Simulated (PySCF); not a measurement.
[SnI3]- (charge -1).
Bonds: Sn1–I2, Sn1–I3, Sn1–I4.

Computed with PBE0-D3(BJ)/def2-SVP geometry optimisation, gas phase, def2 core potentials past Kr (PySCF 2.14.0).

(1) List the bond lengths and angles at this level.

Results:

(1) 
| bond | length (pm) |
| --- | --- |
| Sn1–I2, Sn1–I3, Sn1–I4 | 287.1 |

Bonds in one row agree within 1 pm and their mean is given. A selection of angles:
| angle | degrees |
| --- | --- |
| I2–Sn1–I3 | 99.6 |

Sn1 (tin bonded to 3 I) is pyramidal (angles 99.6°, 99.6° and 99.1°, sum 298.3°, 1.36 Å off the plane of its three neighbours). All 3 I–Sn bonds measure 2.870 to 2.871 Å.

Point group: C3v (every atom within 0.08 Å of its image). PBE0-D3(BJ)/def2-SVP frequencies: not computed here. The geometry's basis has no diffuse functions, a weakness for an anion.

Time: 38 s of wall time; peak memory 0.41 GiB. Hardware: one thread, Arm Neoverse V2 (aarch64), on a shared host. That covers the optimisation of the geometry.
